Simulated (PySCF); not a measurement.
C₂H₉AlOSi. Atoms are numbered in the order given.

```xyz
14

Al     0.1469     0.8138     0.5200
C      1.6142     1.9856    -0.0036
H      2.5864     1.4966     0.1810
H      1.6157     2.9408     0.5446
H      1.5811     2.2115    -1.0825
C     -1.0517     1.1532     2.0194
H     -1.7645     0.3321     2.1908
H     -1.6351     2.0753     1.8521
H     -0.4852     1.3133     2.9527
O     -0.0887    -0.6046    -0.4054
Si    -0.3652    -1.9776    -1.2602
H     -1.6022    -2.6683    -0.7775
H      0.7842    -2.9246    -1.1173
H     -0.5426    -1.6660    -2.7128
```

The structure is a stationary point at PBE0-D3(BJ)/def2-SVP. The isomer is the one that the SMILES or the coordinates give; other isomers of the formula were not compared. One conformer was computed; it need not be the lowest.

Calculation: PySCF with PBE0/pcSseg-1.

GIAO shieldings, no solvent; atoms alike by connectivity are averaged. δ = σ(ref) − σ: ¹³C against TMS (σ = 186.3 ppm); ¹H against TMS (σ = 31.56 ppm); ¹⁷O against H2O (σ = 334.2 ppm); ²⁹Si against TMS (σ = 352.7 ppm), references at their B3LYP-D3(BJ)/def2-TZVP geometries, non-relativistic.

| nucleus | atoms | count | δ (ppm) |
|---|---|---|---|
| ¹³C | C2, C6 | 2 | -8.7 |
| ¹H | H12, H13, H14 | 3 | 5.44 |
| ¹H | H3, H4, H5, H7, H8, H9 | 6 | -0.13 |
| ¹⁷O | O10 | 1 | 59.1 |
| ²⁹Si | Si11 | 1 | -44.8 |
